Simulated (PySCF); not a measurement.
**Which determinant of LiTl lies lowest?**

Unrestricted PBE0; Li aug-cc-pVDZ, Tl aug-cc-pVDZ-PP with ECP60; scalar-relativistic core potentials (PySCF 2.14). Outer shells of the fragments: Li 2s1; Tl 5d10 6s2 6p1.

Followed along the bond (rough minima from three points):

```json
{"2Ms+1": "1", "unpaired": "none", "⟨S²⟩ at the start": "0.00", "R at minimum (Å)": "3.03", "Te (eV)": "0.00"}
{"2Ms+1": "3", "unpaired": "σ ↑, π ↑", "⟨S²⟩ at the start": "2.00", "R at minimum (Å)": "2.80", "Te (eV)": "0.22"}
{"2Ms+1": "1", "unpaired": "σ ↑, π ↓", "⟨S²⟩ at the start": "1.00", "R at minimum (Å)": "2.91", "Te (eV)": "0.49"}
{"2Ms+1": "3", "unpaired": "σ ↑↑", "⟨S²⟩ at the start": "2.00", "R at minimum (Å)": "none in the scan", "Te (eV)": "≤ 0.89"}
{"2Ms+1": "3", "unpaired": "π ↑↑", "⟨S²⟩ at the start": "2.00", "R at minimum (Å)": "none in the scan", "Te (eV)": "≤ 1.16"}
```

Solutions found at the starting distance of 2.715 Å, counted from the lowest of them; the search is not exhaustive and high or unbound solutions are not listed, so other states can lie among these:

| 2Ms+1 | unpaired | term | E (eV) | ⟨S²⟩ | ⟨Lz²⟩ | μ (D) |
| --- | --- | --- | --- | --- | --- | --- |
| 1 | none | ¹Σ⁺ | 0.00 | 0.00 | 0.00 | -1.75 |
| 3 | σ ↑, π ↑ | ³Π | 0.13 | 2.00 | 1.00 | -3.32 |
| 1 | σ ↑, π ↓ | mixed | 0.41 | 1.00 | 1.00 | -3.27 |
| 3 | σ ↑↑ | ³Σ⁺ | 1.01 | 2.00 | 0.00 | 5.06 |
| 3 | π ↑↑ | ³Σ⁻ | 1.13 | 2.00 | 0.00 | -4.24 |
| 1 | π ↑↓ | mixed | 1.31 | 1.00 | 2.01 | -3.99 |
| 1 | none | mixed | 1.75 | 0.00 | 2.00 | -3.45 |
| 3 | π ↑↑ | mixed | 2.99 | 2.00 | 2.00 | 1.87 |

A term symbol is given only where ⟨S²⟩ and ⟨Lz²⟩ are close to those of a pure state; real π, δ and φ orbitals otherwise mix terms. A positive dipole means Li(−)Tl(+).

Task: Compare the gap between the two lowest followed solutions at the starting distance with the gap between their minima.

Result: At PBE0 the second solution (triplet, unpaired electrons σ ↑, π ↑) lies +0.13 eV from the first (singlet, closed shell) at 2.715 Å and +0.22 eV at the minima; the two curves relax by different amounts, since their minima lie near 2.80 and 3.03 Å.

Spin–orbit coupling is left out, which matters for elements this heavy, above all for dissociation energies. Counting both spins, an empty level lies below a filled one in some of these solutions, because spin and occupation are held.
